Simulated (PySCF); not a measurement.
# How the method changes the shape and vibrations of ClH3NSi anion

Calculated results; nothing here was measured. The program is PySCF 2.14.0, an open-source quantum chemistry code, run on an isolated molecule that a program drew, which may never have been made. The molecule is ClH3NSi anion (charge -1, singlet), drawn as the SMILES string `N[SiH-]Cl`.

The geometry was optimised and harmonic frequencies were computed with HF and MP2, all in the aug-cc-pV(D+d)Z basis, for the commonest isotopes, with a restricted reference for singlets and an unrestricted one otherwise, and a frozen core in MP2. Each result is a local minimum of its method.

Geometry at the HF minimum:
```xyz
6
ClH3NSi anion, angstrom
N    -2.3277   -0.1185   -0.2401
Si   -0.8925    0.0714    0.8106
Cl    0.6110    1.1553   -0.6845
H    -2.6294    0.6765   -0.7724
H    -2.3087   -0.9187   -0.8422
H    -1.3088    1.4090    1.4148
```

Lengths of the bonds as drawn, in Å (atoms numbered as above):
| bond | HF | MP2 |
|---|---|---|
| N1-Si2 | 1.789 | 1.819 |
| Si2-Cl3 | 2.381 | 2.347 |
| N1-H4 | 1.003 | 1.022 |
| N1-H5 | 1.002 | 1.020 |
| Si2-H6 | 1.526 | 1.532 |

Rotational constants, in GHz:
| constant | HF | MP2 |
|---|---|---|
| A | 15.69 | 15.56 |
| B | 3.586 | 3.621 |
| C | 3.04 | 3.063 |

Harmonic frequencies in cm^-1, each column in rising order, so a row needn't be the same motion in every method:
| rank | HF | MP2 |
|---|---|---|
| 1 | 194 | 180 |
| 2 | 273 | 299 |
| 3 | 352 | 342 |
| 4 | 580 | 542 |
| 5 | 735 | 684 |
| 6 | 742 | 698 |
| 7 | 826 | 790 |
| 8 | 1019 | 956 |
| 9 | 1695 | 1556 |
| 10 | 2021 | ? |
| 11 | 3727 | 3499 |
| 12 | 3819 | 3614 |

**Estimate the missing MP2 frequency from the HF column.**

A single factor s that minimises the squared misfit of MP2 against s times HF over the other rows is sum(HF x MP2) / sum(HF^2) = 0.9409, with an rms misfit of 19 cm^-1. For rank 10 it gives 0.9409 x 2021 = 1902 cm^-1. The calculation gives 1979 cm^-1, 77 cm^-1 above the estimate. The drawn bonds are on average 0.9 % longer in MP2 than in HF.
